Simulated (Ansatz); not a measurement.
`SB1CO1` + H₂ → `B1CO1` + H₂S at 400 K and 1 bar (hydrogenolysis of a B–S bond).

Gas-phase electronic energies from Ansatz, PBE0-D4/def2-TZVP geometries. CCSD(T)/CBS is the MP2 limit (def2-TZVPP, def2-QZVPP) plus CCSD(T) − MP2 in def2-TZVPP, frozen cores. This one scheme is used for every species. Each species was taken in one conformer, which may not be the lowest.

```tsv
species	CCSD(T)/CBS energy (Eh)	H − E (kJ/mol)	S (J/(mol·K))
`SB1CO1`	-537.61656	138.2	310.1
H₂	-1.17544	38.0	139.0
`B1CO1`	-139.80191	127.6	263.6
H₂S	-398.97279	53.4	215.9
```

H − E and S are ideal-gas, rigid-rotor, harmonic terms from PBE0-D4/def2-TZVP, for one conformer and one mirror image of each species. The MP2-based limit puts H₂ 0.8 mEh under its directly extrapolated value; such offsets cancel only in part. 1 Eh = 2625.50 kJ/mol, R = 8.31446 J/(mol·K).

Q: By hand: ΔE, ΔH, ΔS and ΔG.

A: ΔE = (-139.80191) + (-398.97279) − (-537.61656) − (-1.17544) = 0.01730 Eh = 45.4 kJ/mol. Δ(H − E) = 127.6 + 53.4 − 138.2 − 38.0 = 4.8, so ΔH = 50.2 kJ/mol. ΔS = 263.6 + 215.9 − 310.1 − 139.0 = 30.4 J/(mol·K). ΔG = 50.2 − 400 × (30.4)/1000 = 38.0 kJ/mol.

Q: By hand: the equilibrium constant, and the temperature at which ΔG would vanish if ΔH and ΔS stayed fixed.

A: log₁₀ K = −ΔG/(RT ln 10) = -5.0. ΔG = 0 at ΔH/ΔS = 1651 K.

ΔH outweighs TΔS. A doubt of 5 kJ/mol in ΔE shifts log₁₀ K by 0.7 here. Other conformers and mirror images would add mixing entropy, several J/(mol·K) or more a flexible species. These are equilibria of isolated gas molecules and say nothing of rates. Largest T1 diagnostic: 0.016 (customary marks: 0.02 for closed shells, 0.045 for open ones).
